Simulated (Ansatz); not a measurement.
Ansatz (an electronic-structure program) input:

Ansatz 0.2 input:
```yaml
crystal:
  periodic: [false, false, false]
  atoms:
    - {symbol: Ge, position_ang: [-0.00000000, -0.00000000, -1.16137475]}
    - {symbol: Br, position_ang: [0.00000000, 0.00000000, 1.06182835]}
basis:
  gaussian:
    orbitals: aug-cc-pVDZ
total_charge: 1
magnetization: {spin_polarized: false}
correlation: {method: ccsd_t, electrons: outside_noble_gas}
output: {forces: true}
```

Predict the final energy.

-4647.69405 Eh (CCSD(T)/aug-cc-pVDZ). The basis has 72 functions.
